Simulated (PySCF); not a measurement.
# Dy²⁶⁺ (dysprosium, charge +26) across methods

[Kr] 4d4, high-spin 5D determinant. Calculation: PySCF 2.14, in an even-tempered Gaussian basis (19 s from 1.9 bohr⁻², ratio 2.5; 14 p from 2.5 bohr⁻², ratio 2.5; 9 d from 2.5 bohr⁻², ratio 2.5; 4 f from 11 bohr⁻², ratio 2.7; 3 g from 17 bohr⁻², ratio 2.7); the spin-free X2C one-electron Hamiltonian (Gaussian nucleus).

```json
{"method": "PBE0", "E (hartree)": "-11841.05", "mean ε 4p α (eV)": "-1059.9", "mean ε 4p β (eV)": "-1047.5", "mean ε 4d α (eV)": "-908.18", "Σ⟨r²⟩ (bohr²)": "4.603", "⟨S²⟩": "6.000"}
{"method": "UHF", "E (hartree)": "-11838.74207", "mean ε 4p α (eV)": "-1085.8", "mean ε 4p β (eV)": "-1062.5", "mean ε 4d α (eV)": "-924.46", "Σ⟨r²⟩ (bohr²)": "4.608", "⟨S²⟩": "6.001"}
{"method": "LDA", "E (hartree)": "-11832.18", "mean ε 4p α (eV)": "-1049.9", "mean ε 4p β (eV)": "-1041.7", "mean ε 4d α (eV)": "-901.83", "Σ⟨r²⟩ (bohr²)": "4.604", "⟨S²⟩": "6.000"}
{"method": "PBE", "E (hartree)": "-11841.06", "mean ε 4p α (eV)": "-1050.7", "mean ε 4p β (eV)": "-1041.7", "mean ε 4d α (eV)": "-902.20", "Σ⟨r²⟩ (bohr²)": "4.602", "⟨S²⟩": "6.000"}
{"method": "r2SCAN", "E (hartree)": "-11841.41", "mean ε 4p α (eV)": "-1055.2", "mean ε 4p β (eV)": "-1043.3", "mean ε 4d α (eV)": "-903.85", "Σ⟨r²⟩ (bohr²)": "4.603", "⟨S²⟩": "6.000"}
```

Spin-orbit coupling is strong in this species (close to jj coupling), so the high-spin LS determinant is a model state, not a physical level.
